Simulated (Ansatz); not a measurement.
Au, doublet (core potentials on Au); PBE/def2-SVP (Ansatz, a quantum-chemistry and plane-wave program).

Ansatz was given this input:
Ansatz 0.2 input:
```yaml
crystal:
  periodic: [false, false, false]
  atoms:
    - {symbol: Au, position_ang: [0.00000000, 0.00000000, 0.00000000]}
basis:
  gaussian:
    orbitals: def2-SVP
    final_grid: {core_spheres: 10, valence_spheres: 20, degree: 41}
hamiltonian:
  xc: pbe
magnetization: {spin_polarized: true, initial_magnetization: 1}
```

Task: What does Ansatz print? Leave out banner, timings and long lists.

Result: 
```
Functional definition: PBE
305 factors; their error is unknown
mean field evaluation 1: about -3692.8232 eV, gradient 1.3e1 eV
mean field evaluation 2: about -3686.4914 eV, gradient 3.6e1 eV
mean field evaluation 4: about -3693.6779 eV, gradient 5.7e-1 eV
mean field evaluation 8: about -3693.6751 eV, gradient 1.5e-4 eV
mean field evaluation 16: about -3693.5933 eV, gradient 4.2e0 eV
mean field -3693.67511223 eV, -135.7400567116 hartree, gradient 2.0e-5 eV, S^2 0.751182; 1 other end points of the search recorded, 0 dependent functions left out
reference -3693.67514610 eV, -135.7400579564 hartree; 10, 9 occupied and 22, 23 virtual orbitals, 305 factors
Total energy: -3693.67514610 eV, -135.7400579564 hartree
```
